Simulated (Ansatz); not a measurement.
Basis-set series for CH₂FGaS. Total charge 0; spin multiplicity 1. The bonds changed during the relaxation, so this is another structure than the one it started from. The structure was optimised at the PBE0-D4/def2-TZVP level.

```xyz
6

F     0.728   -1.677    0.739
Ga   -0.803   -2.354    0.016
C     0.122    1.049   -0.139
S    -1.244    0.532   -0.800
H     0.407    2.099   -0.187
H     0.790    0.352    0.371
```

| functional | basis | functions | energy (Eh) | HOMO (eV) | LUMO (eV) |
| --- | --- | --- | --- | --- | --- |
| PBE0-D4 | def2-SVP | 88 | -2461.20834 | -6.61 | -2.89 |
| PBE0-D4 | def2-QZVPP | 333 | -2461.82507 | -6.71 | -3.02 |
| ωB97M-V | def2-SVP | 88 | -2461.57662 | -8.67 | -0.54 |
| ωB97M-V | def2-QZVPP | 333 | -2462.19369 | -8.79 | -0.80 |

Q: Give the rows for def2-TZVPP. (An estimate is asked.)

A: Computed: 
| functional | basis | functions | energy (Eh) | HOMO (eV) | LUMO (eV) |
| --- | --- | --- | --- | --- | --- |
| PBE0-D4 | def2-TZVPP | 180 | -2461.76169 | -6.68 | -2.99 |
| ωB97M-V | def2-TZVPP | 180 | -2462.13270 | -8.75 | -0.73 |

Scalar relativity is left out up to krypton.
